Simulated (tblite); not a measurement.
Compound: C4H8NPSi.
Numbering: `[CH3:1][C:2]#[C:3]/[CH:4]=[N:5]\[SiH2:6][PH2:7]` (hydrogens: H8, H9, H10 on C1; H11 on C4; H12, H13 on Si6; H14, H15 on P7)

Computed with GFN2-xTB (tblite), gas phase: L-BFGS steps from a force-field or distance-geometry start until the largest atomic force falls under 0.01 eV/Å.

Step 4: E = -536.9747 eV
```
atom  x, y, z in Å  |  force x, y, z in eV/Å
C1     -2.9369    0.5569   -0.3610   -0.227  -0.395   0.068
C2     -1.8070   -0.3155   -0.1292   -1.367   0.999  -0.265
C3     -0.8887   -1.0528    0.0592    1.043  -1.138   0.318
C4      0.2442   -1.8772    0.2603   -0.535  -0.179   0.090
N5      1.4355   -1.5448    0.0217    0.513   0.492  -0.103
Si6     1.8753    0.0094   -0.6027   -0.229   0.328   0.315
P7      2.3917    1.6492    0.9044   -0.381   0.431  -0.452
H8     -3.2214    1.0597    0.5563    0.087   0.117   0.208
H9     -2.7058    1.2937   -1.1126    0.190   0.270  -0.226
H10    -3.8120   -0.0076   -0.6974    0.166  -0.104   0.007
H11     0.0520   -2.8822    0.6395   -0.027   0.019   0.037
H12     3.0547   -0.1408   -1.4110    0.427  -0.223  -0.153
H13     0.7984    0.5508   -1.4726    0.243   0.111   0.264
H14     3.7240    1.3798    1.1938   -0.368  -0.356   0.223
H15     1.7915    1.3293    2.1293    0.464  -0.370  -0.332
```

Step 5: E = -537.0866 eV
```
atom  x, y, z in Å  |  force x, y, z in eV/Å
C1     -2.9334    0.5512   -0.3608   -0.405  -0.265   0.017
C2     -1.8175   -0.3233   -0.1255   -0.975   0.820  -0.234
C3     -0.9059   -1.0715    0.0632    0.710  -0.764   0.246
C4      0.2259   -1.8751    0.2643    0.505   0.050  -0.124
N5      1.4261   -1.5318    0.0209   -0.032   0.480   0.042
Si6     1.8882    0.0273   -0.5986   -0.083   0.006   0.260
P7      2.3728    1.7117    0.8732   -0.074  -0.089   0.035
H8     -3.2069    1.0663    0.5504   -0.024   0.067   0.316
H9     -2.7062    1.2991   -1.1013    0.234   0.220  -0.338
H10    -3.8018   -0.0215   -0.7003    0.096  -0.007   0.035
H11     0.0515   -2.8742    0.6393   -0.051  -0.264   0.128
H12     3.0766   -0.1525   -1.4176    0.147  -0.169   0.050
H13     0.8134    0.5587   -1.4499    0.066   0.196   0.042
H14     3.6709    1.3469    1.2175   -0.239  -0.116  -0.061
H15     1.8420    1.2968    2.1032    0.127  -0.165  -0.413
```

Step 6: E = -537.1178 eV
```
atom  x, y, z in Å  |  force x, y, z in eV/Å
C1     -2.9385    0.5486   -0.3610   -0.288   0.062  -0.018
C2     -1.8249   -0.3217   -0.1257   -0.011   0.046  -0.041
C3     -0.9106   -1.0814    0.0663   -0.105  -0.044   0.058
C4      0.2284   -1.8744    0.2638    0.254  -0.058  -0.044
N5      1.4226   -1.5215    0.0219    0.161   0.442   0.056
Si6     1.8916    0.0343   -0.5940    0.039  -0.011   0.126
P7      2.3660    1.7294    0.8645    0.043  -0.217   0.115
H8     -3.2029    1.0693    0.5534   -0.059   0.006   0.224
H9     -2.7030    1.3035   -1.1023    0.151   0.056  -0.205
H10    -3.7987   -0.0267   -0.7012   -0.044  -0.017   0.007
H11     0.0508   -2.8758    0.6413    0.024  -0.191   0.083
H12     3.0857   -0.1588   -1.4187    0.004  -0.138   0.152
H13     0.8190    0.5643   -1.4422    0.017   0.218  -0.022
H14     3.6504    1.3349    1.2238   -0.157  -0.035  -0.150
H15     1.8598    1.2841    2.0883   -0.030  -0.121  -0.341
```

Step 7: E = -537.1340 eV
```
atom  x, y, z in Å  |  force x, y, z in eV/Å
C1     -2.9453    0.5496   -0.3616   -0.047   0.179   0.010
C2     -1.8282   -0.3206   -0.1265    0.266  -0.199   0.024
C3     -0.9146   -1.0866    0.0688   -0.281   0.156  -0.012
C4      0.2334   -1.8753    0.2630    0.070  -0.027  -0.003
N5      1.4242   -1.5094    0.0237    0.071   0.216   0.140
Si6     1.8938    0.0385   -0.5899    0.092   0.101  -0.029
P7      2.3635    1.7333    0.8622    0.058  -0.173   0.030
H8     -3.2022    1.0707    0.5588   -0.068  -0.039   0.097
H9     -2.6990    1.3060   -1.1061    0.062  -0.059  -0.074
H10    -3.7987   -0.0298   -0.7017   -0.130  -0.015  -0.016
H11     0.0512   -2.8797    0.6435    0.109  -0.066   0.020
H12     3.0900   -0.1643   -1.4164   -0.052  -0.118   0.193
H13     0.8221    0.5709   -1.4390    0.027   0.214  -0.027
H14     3.6382    1.3288    1.2240   -0.041  -0.028  -0.155
H15     1.8672    1.2759    2.0752   -0.134  -0.144  -0.198
```

Problem. Estimate the geometry and energy of step 8. (The exact step hangs on the optimiser's Hessian estimate; all steps are aligned on step 7, rigid shifts and turns removed.)

Solution. E = -537.1453 eV, largest force 0.351 eV/Å
```
atom  x, y, z in Å  |  force x, y, z in eV/Å
C1     -2.9507    0.5532   -0.3616    0.109   0.103   0.019
C2     -1.8295   -0.3200   -0.1276    0.270  -0.220   0.041
C3     -0.9185   -1.0904    0.0712   -0.237   0.166  -0.042
C4      0.2385   -1.8763    0.2622   -0.085   0.027   0.039
N5      1.4265   -1.4972    0.0284   -0.029   0.048   0.183
Si6     1.8960    0.0445   -0.5875    0.074   0.128  -0.125
P7      2.3625    1.7316    0.8608    0.044  -0.049  -0.065
H8     -3.2034    1.0709    0.5651   -0.061  -0.057  -0.017
H9     -2.6946    1.3067   -1.1109   -0.014  -0.116   0.030
H10    -3.8016   -0.0321   -0.7024   -0.097   0.048   0.001
H11     0.0538   -2.8837    0.6454    0.174   0.051  -0.037
H12     3.0924   -0.1707   -1.4111   -0.056  -0.104   0.190
H13     0.8251    0.5798   -1.4373    0.041   0.205  -0.026
H14     3.6304    1.3241    1.2207    0.070  -0.045  -0.132
H15     1.8688    1.2675    2.0627   -0.202  -0.183  -0.058
```

The energy changes by -0.0113 eV. The first-order estimate −F·Δx gives -0.0160 eV and the mean of the old and new forces, exact on a quadratic surface, -0.0113 eV. The step makes an angle of 50° with the force vector and moves no atom by more than 0.015 Å.

What follows is the cost of the whole relaxation. Time: 1.5 s wall. Hardware: one thread, Arm Neoverse N1 (aarch64), on a shared host.
